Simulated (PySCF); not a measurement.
ReBr4, SMILES [Br][Re]([Br])([Br])[Br] (connectivity only; charge and spin as stated), neutral, multiplicity 4.

Geometry optimised at r2SCAN-D4/def2-SVP. The spin state was assumed, not searched. The def2 effective core potentials stand for the cores of Re; spin–orbit coupling is left out.

Level of theory: PBE/def2-TZVP (PySCF).

Gas-phase values at a fixed geometry.

The total energy is -10373.58240 hartree and the point group is D2d. The α spin, highest occupied and lowest empty level comes out as -5.39 and -4.53 eV. The β spin, highest occupied and lowest empty level is -7.39 and -4.65 eV. The dipole moment comes out as 0.00 D and the quadrupole, principal values (traceless, Buckingham form, about the centre of nuclear charge) is -0.39, 0.19, 0.19 D·Å. The mean static polarisability comes out as 135.7 bohr³ (20.11 Å³) and the polarisability, principal values is 126.5, 126.5, 154.2 bohr³. The ⟨S²⟩ is 3.769 (pure state 3.75).
